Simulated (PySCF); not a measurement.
Point-charge models of `C=C([SiH](C=C)C=C)O[SiH3]` against its computed dipole.

Coordinates (GFN2-xTB, Å) and charges (e) from the PBE0/pcSseg-1 density (PySCF):

```tsv
atom	x	y	z	Mulliken	IAO	Hirshfeld	ESP-fitted
C1	-2.437	-1.136	-1.133	-0.1458	-0.2737	-0.0839	-0.3531
C2	-1.780	-1.214	0.013	-0.5024	-0.4216	-0.1409	-0.2213
Si3	-0.827	0.207	0.815	+0.9892	+0.9042	+0.3532	+0.3588
C4	-0.971	1.764	-0.237	-0.5140	-0.4204	-0.1338	-0.1951
C5	-1.748	2.800	0.037	-0.1430	-0.2744	-0.0814	-0.3714
C6	1.003	-0.306	0.824	-0.1131	-0.0470	-0.0126	+0.1130
C7	1.766	-0.508	1.889	-0.1963	-0.3889	-0.1387	-0.5519
O8	1.446	-0.462	-0.452	-0.6239	-0.5930	-0.1923	-0.3098
Si9	2.834	-0.977	-1.114	+0.6864	+0.8651	+0.3874	+0.5593
H10	-2.949	-1.981	-1.569	+0.1168	+0.1484	+0.0476	+0.1647
H11	-2.496	-0.214	-1.689	+0.1178	+0.1459	+0.0400	+0.1689
H12	-1.757	-2.169	0.527	+0.1254	+0.1508	+0.0406	+0.1432
H13	-1.292	0.426	2.193	-0.0971	-0.1317	-0.0772	-0.0762
H14	-0.364	1.799	-1.135	+0.1384	+0.1569	+0.0425	+0.1425
H15	-1.803	3.673	-0.597	+0.1191	+0.1492	+0.0485	+0.1655
H16	-2.369	2.823	0.918	+0.1152	+0.1438	+0.0453	+0.1808
H17	2.797	-0.812	1.807	+0.1292	+0.1449	+0.0418	+0.2097
H18	1.368	-0.368	2.876	+0.1222	+0.1603	+0.0468	+0.2025
H19	2.475	-0.865	-2.520	-0.1036	-0.1247	-0.0747	-0.1099
H20	3.134	-2.351	-0.705	-0.1090	-0.1459	-0.0787	-0.1087
H21	3.960	-0.113	-0.747	-0.1112	-0.1479	-0.0795	-0.1115
```

Task: What dipole does each set of charges give (1 e·Å = 4.803 D), and what does the density give?

Result: The full density gives (0.21, -0.06, -0.24) D, 0.32 D in size; dipole vectors point from the negative to the positive end.

| scheme | μx | μy | μz | size (D) | share of the full size (%) | angle to the full dipole (°) |
| --- | --- | --- | --- | --- | --- | --- |
| Mulliken | -0.08 | 0.36 | 2.34 | 2.37 | 743 | 141 |
| IAO | 0.61 | -0.20 | 0.42 | 0.77 | 241 | 81 |
| Hirshfeld | 0.05 | 0.13 | -0.10 | 0.17 | 52 | 61 |
| ESP-fitted | 0.21 | -0.05 | -0.20 | 0.29 | 92 | 4 |

Task: Which set comes closest?

Result: Length of the difference vector: ESP-fitted 0.03 D, Hirshfeld 0.28 D, IAO 0.78 D, Mulliken 2.63 D. Closest: ESP-fitted. ESP charges are fitted to the potential around the molecule, whose slowest-falling term is the dipole's. 

Task: What is left for the Hirshfeld atoms' own dipoles?

Result: The shares of the density sum to the whole, so what Σ q r misses lies in dipoles about the nuclei. The atomic dipoles sum to (0.21, -0.06, -0.24) − (0.05, 0.13, -0.10) = (0.16, -0.19, -0.14) D, 0.28 D in size.

Task: With the origin at the mean of the coordinates, (0.000, 0.001, 0.000) Å, which are the largest single terms, by size, of the Hirshfeld dipole along the direction of the full one?

Result: Si9 +5.29, Si3 -2.00, H19 -1.30, O8 -1.25, H21 -1.21 D; all 21 atoms together +0.08 D. The single terms depend on the origin, their sum doesn't.

Task: Give the size of the full dipole in other units.

Result: 0.32 D = 0.126 au = 0.066 e·Å = 1.07 × 10⁻³⁰ C·m.

Geometry: GFN2-xTB, one conformer, isolated molecule.

Conformer computed: `[CH2:1]=[CH:2][SiH:3]([CH:4]=[CH2:5])[C:6](=[CH2:7])[O:8][SiH3:9]`: C1–C2–Si3–C4 1°, C2–Si3–C4–C5 104°, C2–Si3–C6–C7 -117°, Si3–C6–O8–Si9 -175°.
